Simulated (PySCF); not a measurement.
A small calculation by hand: chemical shift, span and skew from a shielding tensor

Li(Me) (CH3Li), SMILES [Li][CH3]. Atoms are numbered in the order given.

```xyz
5

Li     0.0000     0.0000    -1.5784
C      0.0000     0.0000     0.3840
H      0.8773     0.5065     0.8104
H      0.0000    -1.0131     0.8104
H     -0.8773     0.5065     0.8104
```

Geometry: PBE0-D3(BJ)/def2-TZVPD. The isomer is the one that the SMILES or the coordinates give; other isomers of the formula were not compared.

GIAO shieldings from HF/pcSseg-2 (PySCF), non-relativistic, no solvent. The symmetric part of the tensor of C2 has the principal values 200.3, 221.9, 221.9 ppm. The same nucleus in TMS has σ = 193.3 ppm at this level (PySCF, at its B3LYP-D3(BJ)/def2-TZVP geometry).

Question: Work out the isotropic shielding, the ¹³C shift against TMS, the span and the skew.

Answer: 
σ(iso) = (σ11 + σ22 + σ33)/3 = 214.7 ppm. δ = σ(ref) − σ(iso) = 193.3 − (214.7) = -21.4 ppm.
Span Ω = σ33 − σ11 = 21.6 ppm. Skew κ = 3(σ(iso) − σ22)/Ω = -1.00, an axial tensor. Tumbling in solution averages the tensor to δ; in a static solid the shielding alone would spread this spin-1/2 line over Ω.
